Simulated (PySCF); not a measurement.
A GIAO shielding run with PySCF 2.14 (density fitting, non-relativistic, gas phase) on `InChI=1S/C5H12O2Si/c1-2-5(3-4-5)8(6)7/h6-8H,2-4H2,1H3`:

```
$ OMP_NUM_THREADS=1 python probes_run.py task.json out

{"job": {"kind": "nmr", "xc": "PBE0", "basis": "pcSseg-1"}, "charge": 0, "multiplicity": 1}
C     -2.212051    -0.479755     0.182908
C     -1.272892     0.150680    -0.838545
C      0.123753     0.342511    -0.279731
Si     1.115459    -1.225986     0.067608
O      0.401553    -2.099711     1.232152
O      2.604211    -0.898250     0.658694
C      0.880873     1.545514    -0.782990
C      0.334014     1.542920     0.606393
H     -2.293598     0.156163     1.061388
H     -3.205243    -0.615020    -0.240487
H     -1.828875    -1.445419     0.497546
H     -1.679234     1.116902    -1.151188
H     -1.218189    -0.489407    -1.723133
H      1.240803    -2.021218    -1.156751
H      0.955326    -2.544610     1.869167
H      3.189315    -0.318083     0.182877
H      0.400000     2.173988    -1.519089
H      1.951335     1.480566    -0.918491
H     -0.518606     2.172194     0.817294
H      1.026897     1.466701     1.431342
```

Hardware: 1 thread of an Arm Neoverse V1, shared host. The job also computes population analyses, field gradients, ring-centre shieldings.

Q: How large is the calculation?

A: 72 electrons, 203 basis functions and 1074 auxiliary functions.

Q: How long does it take, and how much memory does it need?

A: 35 s of wall time, with 13 SCF cycles and 4 response iterations; peak memory 0.93 GiB. Times on a shared host scatter by some tens of per cent.
